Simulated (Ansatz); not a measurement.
A nudged elastic band was laid between two geometries of FH + GeH6Si (10 atoms, charge 0, multiplicity 1).

All numbers below come from RKS PBE-D4/def2-SVP in Ansatz 0.2.0.

```yaml
movable_images: 5
climbing_image: yes
spring: 5.0 eV/Å²
optimiser: quadratic models (default)
start_path: through a guess of the saddle point
force_threshold: 0.05 eV/Å
iteration_limit: 60
end_points: relaxed
```

Initial state:

```xyz
10
Properties=species:S:1:pos:R:3
Ge -0.948 0.907 -0.480
Si 0.330 -1.116 -0.396
H 0.002 2.126 -0.591
H -1.824 1.052 0.785
H -1.871 0.903 -1.730
H 1.491 0.242 1.459
F 0.860 0.553 2.084
H 0.442 -1.772 -1.747
H -0.232 -2.102 0.586
H 1.751 -0.793 0.030
```

Final state:

```xyz
10
Properties=species:S:1:pos:R:3
Ge -1.198 1.615 0.175
Si 1.156 -1.614 -0.246
H -0.290 2.210 -0.928
H -2.404 2.536 0.488
H -1.650 0.165 -0.136
H 1.179 -0.518 0.782
F -0.227 1.545 1.646
H 1.053 -1.012 -1.621
H -0.035 -2.500 -0.007
H 2.416 -2.428 -0.153
```

(1) Which bonds break or form, and what moves?

(2) Give the energies along the band, and the barrier.

(3) What is the geometry of the highest image?

Answers

(1) Bonds broken: Ge1–Si2, H6–F7. Bonds formed: Ge1–F7, Si2–H6. FH + GeH6Si becomes FGeH3 + H4Si.

(2) The forces met the threshold. The highest image is number 2 of 0 to 6, 1.61 eV above the first end and 1.88 eV above the last; the last end lies 0.27 eV below the first. Neighbouring images differ by up to 1.5 eV, so the band resolves the path poorly. A vibrational analysis at the climbing image gives one clearly imaginary mode, 935i cm⁻¹: a first-order saddle point. The orbitals stay closed-shell, which can raise the energy where a bond breaks towards radicals; this wasn't checked here.

```json
{"image": "0", "path coordinate (Å)": "0.00", "energy (eV)": "0.00", "Ge1–Si2 (Å)": "2.39", "H6–F7 (Å)": "0.94", "Ge1–F7 (Å)": "3.16"}
{"image": "1", "path coordinate (Å)": "1.55", "energy (eV)": "0.17", "Ge1–Si2 (Å)": "2.41", "H6–F7 (Å)": "0.94", "Ge1–F7 (Å)": "2.88"}
{"image": "2", "path coordinate (Å)": "3.10", "energy (eV)": "1.61", "Ge1–Si2 (Å)": "2.78", "H6–F7 (Å)": "1.19", "Ge1–F7 (Å)": "2.08"}
{"image": "3", "path coordinate (Å)": "4.10", "energy (eV)": "0.14", "Ge1–Si2 (Å)": "3.32", "H6–F7 (Å)": "1.85", "Ge1–F7 (Å)": "1.79"}
{"image": "4", "path coordinate (Å)": "5.09", "energy (eV)": "-0.26", "Ge1–Si2 (Å)": "3.87", "H6–F7 (Å)": "2.41", "Ge1–F7 (Å)": "1.77"}
{"image": "5", "path coordinate (Å)": "6.08", "energy (eV)": "-0.26", "Ge1–Si2 (Å)": "4.32", "H6–F7 (Å)": "2.56", "Ge1–F7 (Å)": "1.77"}
{"image": "6", "path coordinate (Å)": "7.06", "energy (eV)": "-0.27", "Ge1–Si2 (Å)": "4.02", "H6–F7 (Å)": "2.64", "Ge1–F7 (Å)": "1.76"}
```

(3) 
```xyz
10
Properties=species:S:1:pos:R:3
Ge -0.847 1.066 0.044
Si 0.728 -1.203 -0.292
H -0.105 2.039 -0.896
H -1.839 1.748 1.019
H -1.688 0.033 -0.781
H 0.681 0.143 0.934
F 0.479 1.074 1.649
H 0.792 -0.906 -1.768
H -0.288 -2.285 -0.050
H 2.086 -1.708 0.140
```

The run took 2.2 min on 2 threads of Arm Neoverse V1 (shared host), peak memory 0.14 GiB.
